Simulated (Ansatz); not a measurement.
A nudged elastic band was laid between two geometries of C₃H₈SSi (13 atoms, charge 0, multiplicity 1).

The calculation used Ansatz, RKS CAM-B3LYP-D4/cc-pVDZ.

```
movable images  : 7
climbing image  : yes
spring          : 5.0 eV/Å²
optimiser       : quadratic models (default)
start path      : through a guess of the saddle point
force threshold : 0.05 eV/Å
iteration limit : 55
end points      : relaxed
```

Image 0:

```xyz
13
Properties=species:S:1:pos:R:3
C -1.484 -0.182 0.171
C -0.026 0.089 -0.144
C 0.680 -1.078 -0.806
Si 0.942 1.295 0.895
S 0.248 1.744 -1.056
H -1.973 0.679 0.648
H -1.570 -1.048 0.848
H -2.043 -0.418 -0.750
H 0.640 -1.964 -0.151
H 1.734 -0.857 -1.022
H 0.189 -1.340 -1.757
H 2.400 1.084 1.092
H 0.282 1.962 2.048
```

Image 8:

```xyz
13
Properties=species:S:1:pos:R:3
C -1.486 -0.183 0.157
C -0.024 0.074 -0.152
C 0.709 -1.141 -0.686
Si 0.909 1.385 0.787
S 0.252 1.638 -1.212
H -1.577 -0.982 0.910
H -2.023 -0.511 -0.749
H -1.992 0.713 0.540
H 0.665 -1.961 0.050
H 1.764 -0.927 -0.904
H 0.240 -1.500 -1.618
H 2.365 1.212 1.034
H 0.218 2.150 1.858
```

(1) What changes between the two ends?

(2) Give the energies along the band, and the barrier.

(3) What is the geometry of the highest image?

(4) What are the harmonic wavenumbers there?

Answers

(1) No bond is made or broken. The dihedral H6–C1–C2–S5 goes from -49 to -170°. The two ends are copies of one structure, up to a mirror image or an exchange of like atoms.

(2) It converged. The highest image is number 4 of 0 to 8, 0.156 eV above the ends, which have the same energy within 2 meV. A vibrational analysis at the climbing image gives one clearly imaginary mode, 242i cm⁻¹: a first-order saddle point.

```tsv
image	path coordinate (Å)	energy (eV)	dihedral H6–C1–C2–S5 (°)
0	0.00	0.000	-49
1	0.44	0.022	-64
2	0.88	0.077	-79
3	1.32	0.133	-94
4	1.77	0.156	-110
5	2.21	0.133	-125
6	2.66	0.077	-140
7	3.10	0.022	-155
8	3.55	0.000	-170
```

(3) 
```xyz
13
Properties=species:S:1:pos:R:3
C -1.503 -0.188 0.164
C -0.027 0.078 -0.155
C 0.715 -1.131 -0.697
Si 0.924 1.377 0.787
S 0.266 1.644 -1.208
H -1.742 -0.017 1.225
H -1.757 -1.234 -0.067
H -2.165 0.454 -0.432
H 0.678 -1.951 0.038
H 1.769 -0.908 -0.913
H 0.248 -1.492 -1.628
H 2.379 1.197 1.035
H 0.236 2.137 1.865
```

(4) 242i, 209, 264, 310, 319, 334, 487, 561, 567, 605, 639, 694, 951, 971, 982, 1019, 1096, 1201, 1222, 1397, 1409, 1462, 1467, 1474, 1475, 2241, 2258, 3041, 3058, 3111, 3128, 3145, 3152 cm⁻¹.

Time of the run: 3 min on 2 threads of Arm Neoverse V2, with other jobs on the host, peak memory 0.35 GiB.
